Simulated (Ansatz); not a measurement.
Cost and result up the ladder for Sn₂₁H₃₂, a nanocrystal cut from cubic tin (53 atoms). Total charge 0; singlet. Geometry: PBE-D4/def2-SVP.

```xyz
53

Sn    1.004   -5.605   -0.932
Sn    1.474    1.020   -5.408
Sn   -2.283    2.734   -3.125
Sn   -0.704   -1.454   -2.003
Sn    3.183   -1.823    0.437
Sn    1.537    2.330   -0.648
Sn   -0.634   -0.253    2.483
Sn    1.075   -4.399    3.574
Sn   -2.212    3.948    1.408
Sn    1.625    3.572    4.132
Sn    0.905   -1.514   -4.321
Sn   -1.348   -4.142   -1.426
Sn    2.514   -4.464    1.153
Sn   -3.013    0.076   -2.533
Sn   -0.793    2.685   -5.521
Sn   -0.787    3.873   -1.024
Sn   -1.273   -2.866    3.342
Sn   -2.938    1.357    2.246
Sn    0.830   -0.307    0.070
Sn    1.043    0.838    4.474
Sn   -0.650    5.090    3.462
H     0.642   -7.269   -0.583
H     1.966   -5.586   -2.379
H     2.109    0.831   -7.017
H     2.704    1.792   -4.459
H    -3.720    3.690   -3.379
H     4.112   -1.804   -1.032
H     4.156   -1.082    1.673
H     2.491    2.300   -2.100
H     2.531    3.022    0.598
H     0.716   -6.011    4.113
H     2.078   -3.666    4.788
H    -3.648    4.915    1.193
H     2.821    3.756    2.889
H     2.307    4.206    5.601
H     0.095   -2.458   -5.538
H     2.390   -2.345   -3.958
H    -2.176   -4.817   -2.799
H    -2.425   -4.246   -0.070
H     3.963   -5.406    1.383
H    -3.828   -0.609   -3.910
H    -4.112   -0.003   -1.191
H    -1.828    2.105   -6.792
H    -0.312    4.296   -5.963
H    -0.351    5.503   -1.468
H    -2.388   -3.624    2.249
H    -2.056   -2.761    4.891
H    -4.076    0.625    1.157
H    -3.704    1.458    3.805
H     2.523   -0.074    4.529
H     0.276    0.634    6.022
H    -0.168    6.702    3.026
H    -1.643    5.232    4.882
```

Ansatz on 11 threads of AMD EPYC 7R13 on a shared host and a whole NVIDIA H100 80GB HBM3. Times are rough, and most runs start from the orbitals of an earlier one. PBE0-D4/def2-TZVP serves as the yardstick here, not as an exact answer. Differences are given only for rows in sets of like size (and for xTB, whose basis is part of the method), since another set adds its own error. Binding counts from free atoms at the same level (Sn triplet, H doublet; other spins of the atoms weren't run), without zero-point energy or a counterpoise term.

In the def2 sets Sn takes a core potential; there is no spin–orbit coupling. Correlated methods freeze 84 core orbitals; core or outer-core shells of Sn are correlated, in sets that lack core-valence functions. Single mean-field runs in def2-SVP, def2-TZVP are fitted with def2-universal-jkfit.

Correlated methods converge slowly with the basis.

```json
{"level": "PBE-D4/def2-SVP", "functions": "706", "wall time": "6 s"}
{"level": "PBE0-D4/def2-SVP", "functions": "706", "wall time": "6.5 s"}
{"level": "PBE0-D4/def2-TZVP", "functions": "1242", "wall time": "11 s"}
{"level": "PBE-D4/def2-TZVP (with forces)", "functions": "1242", "wall time": "11 s"}
{"level": "BHLYP-D4/def2-TZVP", "functions": "1242", "wall time": "11 s"}
{"level": "r2SCAN-D4/def2-TZVP (with forces)", "functions": "1242", "wall time": "12 s"}
{"level": "MP2/def2-TZVP", "functions": "1242", "wall time": "38 s"}
```

Q: Estimate what each level gives for the binding energy per atom (eV).

A: 
```csv
level,binding energy per atom (eV),difference from PBE0-D4/def2-TZVP (eV)
PBE-D4/def2-SVP,2.42,–
PBE0-D4/def2-SVP,2.42,–
PBE0-D4/def2-TZVP,2.44,0.00
PBE-D4/def2-TZVP (with forces),2.44,0.00
BHLYP-D4/def2-TZVP,2.44,0.00
r2SCAN-D4/def2-TZVP (with forces),2.45,0.01
MP2/def2-TZVP,2.31,-0.12
```
